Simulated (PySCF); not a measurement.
# Electron correlation in Hg⁺ (mercury, charge +1)

Starting occupation: [Xe] 4f14 5d10 6s1, 6s1/2 with m_j = +1/2. Computed with PySCF 2.14 in x2c-QZVPPall-2c (16s16p12d7f2g, 191 functions), with X2C-1e with screened-nucleus spin-orbit coupling, Gaussian nucleus. Frozen: [Kr] 4d10 4f14; 19 electrons correlated; the 58 highest virtual spinors left out.

MP2 pair energies summed by pair of shells (mhartree):

```
       pair   energy  share (%)
5d3/2-5d5/2  -161.01       24.7
5d5/2-5d5/2  -111.88       17.2
5d5/2-5p3/2   -65.61       10.1
5d3/2-5d3/2   -48.50        7.4
5d3/2-5p3/2   -45.04        6.9
5d5/2-6s1/2   -35.64        5.5
5d5/2-5p1/2   -29.27        4.5
5d3/2-6s1/2   -21.74        3.3
5d3/2-5p1/2   -21.47        3.3
5p3/2-5p3/2   -20.40        3.1
5p1/2-5p3/2   -19.28        3.0
5d5/2-5s1/2   -18.11        2.8
5p3/2-5s1/2   -16.17        2.5
5d3/2-5s1/2   -12.52        1.9
5p1/2-5s1/2    -8.15        1.3
5p1/2-5p1/2    -5.27        0.8
5p3/2-6s1/2    -4.98        0.8
5s1/2-5s1/2    -3.89        0.6
5p1/2-6s1/2    -1.81        0.3
5s1/2-6s1/2    -0.65        0.1
```

Total MP2 correlation energy: -651.41 mhartree.

This basis was not built for core-valence correlation, so the inner-shell part is incomplete.
